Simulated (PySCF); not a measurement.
## Ca⁺: ionisation energy

Ca⁺ [Ar] 4s1 [4s1/2^1, M_J = 1/2] → Ca²⁺ [Ar], as a difference of total energies. Calculation: PySCF 2.14, in x2c-TZVPall-2c (6s7p3d, 42 functions); the two-component X2C-1e Hamiltonian. Correlated levels: [Ne] frozen; the 6 highest virtual spinors dropped. "Screened" scales the spin-orbit matrix elements by Boettger's factors to mimic the two-electron term; Breit and QED terms are absent.

```csv
method,ionisation energy (eV),error (eV)
GHF (screened spin-orbit),11.359,-0.513
GMP2 (screened spin-orbit),11.759,-0.113
```

Reference: 11.872 eV (measured; NIST Atomic Spectra Database, ionization energies).

Errors of the correlated levels include the incompleteness of this basis and the frozen core.
